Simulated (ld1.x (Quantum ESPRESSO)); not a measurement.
# u(r) = r·R(r): atom against pseudo-atom (Mo)

Columns: radius, all-electron u(r) and pseudo u(r) of the 4d shell (level -3.75 eV) of molybdenum in the configuration [Ar] 3d10 4s2 4p6 4d5 5s1 5p0; PBE, scalar-relativistic, TM scheme, ld1.x (Quantum ESPRESSO) 7.5.

| r (bohr) | all-electron | pseudo |
| --- | --- | --- |
| 0.105 | 0.1354 | -0.0022 |
| 0.210 | 0.3178 | -0.0171 |
| 0.315 | 0.3213 | -0.0542 |
| 0.420 | 0.1900 | -0.1178 |
| 0.525 | 0.0042 | -0.2057 |
| 0.630 | -0.1846 | -0.3098 |
| 0.735 | -0.3510 | -0.4187 |
| 0.840 | -0.4861 | -0.5203 |
| 0.945 | -0.5882 | -0.6056 |
| 1.050 | -0.6599 | -0.6696 |
| 1.155 | -0.7056 | -0.7115 |
| 1.260 | -0.7305 | -0.7340 |
| 1.365 | -0.7392 | -0.7409 |
| 1.470 | -0.7357 | -0.7364 |
| 1.575 | -0.7236 | -0.7237 |
| 1.680 | -0.7052 | -0.7052 |
| 1.785 | -0.6827 | -0.6827 |
| 1.890 | -0.6575 | -0.6575 |
| 1.995 | -0.6308 | -0.6308 |
| 2.100 | -0.6034 | -0.6034 |
| 2.205 | -0.5758 | -0.5758 |
| 2.310 | -0.5485 | -0.5485 |
| 2.415 | -0.5218 | -0.5218 |
| 2.520 | -0.4959 | -0.4959 |
| 2.625 | -0.4708 | -0.4708 |
| 2.730 | -0.4467 | -0.4467 |

Task: How many radial nodes do the two functions have?

Result: The all-electron 4d function has n − l − 1 = 1; the pseudo-wave has 0, since the states of the same l below it are removed with the core.

Task: At about which radius was the pseudo-wave matched?

Result: 1.80 bohr. The columns agree to 0.0005 from 1.57 bohr on; several derivatives are matched, so the curves merge somewhat inside the radius.

Task: Where does each function peak?

Result: Outermost all-electron maximum near 1.36 bohr, pseudo maximum near 1.36 bohr (to the table’s step).

Task: Is the pseudo-wave norm-conserving?

Result: Yes: the TM scheme keeps the norm inside the radius equal to the all-electron one, which fixes the energy derivative of the logarithmic derivative at the level.
